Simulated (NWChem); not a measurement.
System: Si$_{2}$H$_{5}$O$_{2}$F; SMILES O[SiH](O)[SiH2]F

```xyz
10

O      1.5119     1.2421    -0.4494
Si     0.1125     0.8645     0.3700
O     -1.1756     1.8147    -0.0843
Si    -0.5728    -1.2761    -0.2697
F      0.5433    -2.3505     0.2538
H      2.1855     1.7356     0.0265
H      0.3857     1.0150     1.8376
H     -1.1479     2.7548     0.1184
H     -0.6793    -1.3994    -1.7529
H     -1.8797    -1.6450     0.3504
```
Atoms are numbered in this order, from 1.

All runs: NWChem. Pople sets run with spherical d functions. Coordinates come from a PBE0/def2-SVP optimisation.

Question: Order these runs by computing time, cheapest first, and give rough ratios: B3LYP/6-311++G**; B3LYP/6-31G*; B3LYP/STO-3G.

Answer: B3LYP/STO-3G (1), B3LYP/6-31G* (3), B3LYP/6-311++G** (10). Ratios are rough, from one shared machine; the cheapest took roughly 2.5 core-seconds. What differs between the cheapest and the dearest: highest occupied level (eV) -3.67 → -8.08; orbital gap (eV) 9.35 → 6.95; dipole (D) 2.19 → 3.32.
